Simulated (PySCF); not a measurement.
**Calculated NMR parameters of O=C(O)CO[SiH2]C(Cl)(Cl)Cl**

| Property | Result |
| --- | --- |
| Formula | C3H5Cl3O3Si |
| SMILES | O=C(O)CO[SiH2]C(Cl)(Cl)Cl |
| InChI | InChI=1S/C3H5Cl3O3Si/c4-3(5,6)10-9-1-2(7)8/h1,10H2,(H,7,8) |
| Point group of the computed structure | C1 |
| Degrees of unsaturation | 1 |
| Carbon signals | 3 |
| Proton signals | 3 |

Molfile (atoms numbered from 1):
```
C3H5Cl3O3Si
     RDKit          3D

 15 14  0  0  0  0  0  0  0  0999 V2000
    2.9971    0.5907    1.5573 O   0  0  0  0  0  0  0  0  0  0  0  0
    2.2929    0.0180    0.7723 C   0  0  0  0  0  0  0  0  0  0  0  0
    2.5659   -1.1779    0.2702 O   0  0  0  0  0  0  0  0  0  0  0  0
    0.9838    0.5966    0.2524 C   0  0  0  0  0  0  0  0  0  0  0  0
    0.4121   -0.2223   -0.7210 O   0  0  0  0  0  0  0  0  0  0  0  0
   -1.0505   -0.4009   -1.3508 Si  0  0  0  0  0  4  0  0  0  0  0  0
   -2.3562   -0.6515    0.0802 C   0  0  0  0  0  0  0  0  0  0  0  0
   -1.8303   -1.9447    1.1751 Cl  0  0  0  0  0  0  0  0  0  0  0  0
   -2.5042    0.8539    1.0256 Cl  0  0  0  0  0  0  0  0  0  0  0  0
   -3.9600   -1.0647   -0.5520 Cl  0  0  0  0  0  0  0  0  0  0  0  0
    3.4022   -1.5189    0.6274 H   0  0  0  0  0  0  0  0  0  0  0  0
    1.1957    1.5911   -0.1576 H   0  0  0  0  0  0  0  0  0  0  0  0
    0.3151    0.7247    1.1116 H   0  0  0  0  0  0  0  0  0  0  0  0
   -0.9044   -1.6583   -2.0525 H   0  0  0  0  0  0  0  0  0  0  0  0
   -1.5634    0.7666   -2.0602 H   0  0  0  0  0  0  0  0  0  0  0  0
  1  2  2  0
  2  3  1  0
  2  4  1  0
  4  5  1  0
  5  6  1  0
  6  7  1  0
  7  8  1  0
  7  9  1  0
  7 10  1  0
  3 11  1  0
  4 12  1  0
  4 13  1  0
  6 14  1  0
  6 15  1  0
M  END
```

Method: geometry from GFN2-xTB, PBE0/pcSseg-1 with gauge-including orbitals, in PySCF 2.14 (one averaged value for each set of equivalent atoms, no solvent model, relativity neglected, one conformer).

δ = σ(ref) − σ, references computed at the same level: ¹H, ¹³C, ²⁹Si vs TMS; H2O for ¹⁷O.

| carbon | δC, type | δH (multiplicity) | HMBC from (2–3 bonds) | span of the C tensor (ppm) |
| --- | --- | --- | --- | --- |
| C2 | 174.1, C | – | H12/H13 | 165 |
| C4 | 65.8, CH2 | 4.89 (s) | H14/H15 | 59 |
| C7 | 112.8, C | – | H14/H15 | 33 |

Other nuclei:
```csv
atoms,nucleus,environment,δ (ppm),σ (ppm)
H11,¹H,hydrogen on an acid hydroxyl oxygen,6.54,25.18
H14/H15,¹H,"hydrogen on a silicon bonded to C, O",4.86,26.85
Si6,²⁹Si,"silicon bonded to C, O, 2 H",-30.6,379.8
O1,¹⁷O,carbonyl oxygen,418.1,-82.0
O3,¹⁷O,acid hydroxyl oxygen,212.8,123.3
O5,¹⁷O,"oxygen bonded to C, Si",28.7,307.4
```

- Carbon types of the structure: 2 × C, 1 × CH2, leaving 3 H on heteroatoms.
- δC 174.1: carboxylic acid carbon; lone-pair donation from the attached heteroatom keeps it upfield of a ketone carbonyl.
- δC 112.8: fully substituted sp3 carbon bonded to 3 Cl and Si; 3 electronegative neighbours deshield it.
- δC 65.8: sp3 CH2 bonded to O, α to a carbonyl; the inductive effect lowers its shielding.
- δH 6.54: hydrogen on an acid hydroxyl oxygen; exchangeable; this is the value without hydrogen bonding to other molecules.
- δH 4.89: hydrogen on an sp3 CH2 bonded to O, α to a carbonyl; its carbon carries O, which withdraws density.

OH/NH shifts are gas-phase values; hydrogen bonding in solution moves them, usually downfield. Carbons that carry Cl, above all several Cl atoms, come out too deshielded, partly because spin–orbit coupling is missing. Shifts are as computed. Against solution values, carbons near 30 ppm lie about +3 ppm off and those near 130 ppm about +5 ppm; carbons on Cl a further +6 ppm. Of 1309 compounds with measured shifts, 239 miss one by over three times the rms of a fit or turn the order of signals round; such compounds aren't used in these exercises. In solution the two oxygens of a carboxylic acid exchange roles by proton transfer and give one 17O line. Hydrogen bonding in solution shields acid and N–H amide carbonyl oxygens by tens of ppm. Hydrogen bonding in solution deshields acid and N–H amide carbonyl carbons by as much as 10 ppm beyond these values. Unscaled 17O shifts of doubly bonded oxygen tend to come out too high, by tens of ppm or more. Experimental scales use liquid or dissolved standards, which lie at an offset from isolated H2O (liquid H2O: subtract about 36 ppm). No couplings were computed; multiplicities are counted from neighbouring protons, with m where these are inequivalent, close in shift, in a saturated or five-membered ring or joined by F or P, and br s for small geminal =CH2 splittings.
